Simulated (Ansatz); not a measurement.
CH₅BTe (`CB[TeH]`), relaxed with RKS PBE-D4/def2-SVP in Ansatz from a rough embedded geometry. The force threshold is 0.03 eV/Å; the program also tests the step.

The species carries charge 0 and has multiplicity 1. Te: def2 effective core potential.

Start:

```xyz
8

C    -0.238   -0.999   -0.134
B     0.542    0.320   -0.344
Te   -0.538    2.247   -0.187
H    -0.999   -1.111   -0.907
H     0.420   -1.903   -0.286
H    -0.722   -1.090    0.815
H     1.729    0.298   -0.528
H    -0.193    2.238    1.571
```

**Question.** How much energy does the relaxation release, and in how many steps? (Estimate.)

**Answer.** Ansatz gave: 0.92 eV, in 13 steps.

**Question.** Which bonds change most? (Estimate.)

**Answer.** Computed: Te3–H8 from 1.791 to 1.686 Å; B2–Te3 from 2.215 to 2.138 Å; C1–H6 from 1.070 to 1.107 Å; C1–H4 from 1.090 to 1.114 Å.

**Question.** Give the relaxed structure. (Best estimate.)

**Answer.** The calculation gave: 
```xyz
8

C    -0.209   -0.940   -0.059
B     0.569    0.355   -0.466
Te    0.289    2.302    0.372
H    -0.711   -1.358   -0.961
H     0.519   -1.724    0.247
H    -0.963   -0.823    0.742
H     1.425    0.341   -1.332
H    -0.919    1.847    1.456
```
